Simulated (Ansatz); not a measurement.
Computed with Ansatz on PBE0-D4/def2-TZVP structures; ΔE is electronic, products minus reactants. CCSD(T)/CBS is the MP2 limit (def2-TZVPP, def2-QZVPP) plus CCSD(T) − MP2 in def2-TZVPP, frozen cores. This one scheme is used for every species. DFT in def2-TZVPP. B3LYP here is the variant with VWN-RPA as its local correlation; programs differ in this. Each species was taken in one conformer, which may not be the lowest.

`BB1CN1` + `CN[SiH2]N` → `BN[SiH2]NC` + `B1CN1`  (cleavage of the B–B bond)

Question: Is it downhill or uphill in electronic energy at CCSD(T)/CBS, and by how much? (An estimate is asked.)

Answer: Ansatz gave: Downhill: ΔE = -1.47 eV.

Question: What do these levels give: r2SCAN-D4, B3LYP-D4, ωB97M-V, B3LYP, HF/def2-TZVPP, SCS-MP2/def2-QZVPP? (An estimate is asked.)

Answer: Computed: r2SCAN-D4 -1.38, B3LYP-D4 -1.45, ωB97M-V -1.50, B3LYP -1.42, HF/def2-TZVPP -1.47, SCS-MP2/def2-QZVPP -1.52 eV.

Largest T1 diagnostic among the species: 0.015.

From PBE to PBE0 (25 % exact exchange), in def2-TZVPP and without D4, ΔE moves by −0.03 eV.
